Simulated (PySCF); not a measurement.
C5H12N2Si.
Bonds: C1–Si2, Si2–C3, Si2–N4, N4–C5, C5–C6, C6–C7, C7–N8 (double), N4–N8. Hydrogens: H9, H10, H11 on C1; H12 on Si2; H13, H14, H15 on C3; H16, H17 on C5; H18, H19 on C6; H20 on C7.

The same species was optimised twice, with GFN2-xTB and with PBE0-D3(BJ)/def2-SVP (PySCF), and the same property calculations (PySCF, gas phase) were run on both structures.

| coordinate | GFN2-xTB | PBE0-D3(BJ)/def2-SVP | change |
| --- | --- | --- | --- |
| C1–Si2 (Å) | 1.902 | 1.874 | -0.028 |
| Si2–N4 (Å) | 1.736 | 1.762 | +0.026 |
| Si2–C3 (Å) | 1.892 | 1.866 | -0.026 |
| N4–N8 (Å) | 1.347 | 1.361 | +0.014 |
| C7=N8 (Å) | 1.268 | 1.279 | +0.011 |
| C6–C7 (Å) | 1.510 | 1.506 | -0.004 |
| N4–C5 (Å) | 1.470 | 1.468 | -0.002 |
| C5–C6 (Å) | 1.535 | 1.535 | 0.000 |
| Si2–N4–N8 (°) | 121.5 | 118.1 | -3.4 |
| C3–Si2–N4 (°) | 106.3 | 108.2 | +1.9 |
| N4–C5–C6 (°) | 103.9 | 102.7 | -1.2 |
| C1–Si2–N4 (°) | 107.7 | 106.6 | -1.1 |
| N4–N8–C7 (°) | 111.1 | 110.2 | -0.9 |
| Si2–N4–C5 (°) | 126.6 | 127.4 | +0.8 |
| C6–C7–N8 (°) | 113.8 | 113.2 | -0.6 |
| C5–N4–N8 (°) | 111.0 | 110.5 | -0.5 |
| C1–Si2–N4–C5 (°) | 47 | 38 | -9 |

Rotational constants: A = 3147, B = 1191, C = 926.7 MHz (GFN2-xTB) against A = 3185, B = 1178, C = 919.2 MHz (PBE0-D3(BJ)/def2-SVP). Point groups within 0.08 Å: C1 and C1.

On the GFN2-xTB structure: HOMO (eV) -5.77 [PBE0/pcSseg-1]; LUMO (eV) 0.56 [PBE0/pcSseg-1]; dipole (D) 1.92 [PBE0/pcSseg-1]; GIAO shielding of C1/C3 (mean) (ppm) 189.1 [PBE0/pcSseg-1]; GIAO shielding of Si2 (ppm) 362.5 [PBE0/pcSseg-1]; GIAO shielding of N4 (ppm) 123.0 [PBE0/pcSseg-1]; GIAO shielding of C5 (ppm) 140.2 [PBE0/pcSseg-1]; GIAO shielding of C6 (ppm) 150.8 [PBE0/pcSseg-1]; GIAO shielding of C7 (ppm) 51.2 [PBE0/pcSseg-1]; GIAO shielding of N8 (ppm) -120.8 [PBE0/pcSseg-1].

Question: What do these properties become on the PBE0-D3(BJ)/def2-SVP structure?

Answer: 
```
                                    property          level  on GFN2-xTB  on PBE0-D3(BJ)/def2-SVP  change
                                   HOMO (eV)  PBE0/pcSseg-1        -5.77                    -5.83   -0.06
                                   LUMO (eV)  PBE0/pcSseg-1         0.56                     0.38   -0.18
                                  dipole (D)  PBE0/pcSseg-1         1.92                     2.07   +0.15
energy, GFN2-xTB geometry as zero (kcal/mol)  PBE0/pcSseg-1          0.0                     -1.9    -1.9
        GIAO shielding of C1/C3 (mean) (ppm)  PBE0/pcSseg-1        189.1                    186.8    -2.3
                 GIAO shielding of Si2 (ppm)  PBE0/pcSseg-1        362.5                    359.5    -3.0
                  GIAO shielding of N4 (ppm)  PBE0/pcSseg-1        123.0                    116.0    -7.0
                  GIAO shielding of C5 (ppm)  PBE0/pcSseg-1        140.2                    137.0    -3.2
                  GIAO shielding of C6 (ppm)  PBE0/pcSseg-1        150.8                    149.6    -1.2
                  GIAO shielding of C7 (ppm)  PBE0/pcSseg-1         51.2                     45.2    -6.0
                  GIAO shielding of N8 (ppm)  PBE0/pcSseg-1       -120.8                   -129.6    -8.8
```

The heavy atoms differ by 0.170 Å rms after alignment. Among bonds between heavy atoms C1–Si2 changes most (-0.028 Å). Changes are differences of the printed values. Neither structure is proved a minimum here.
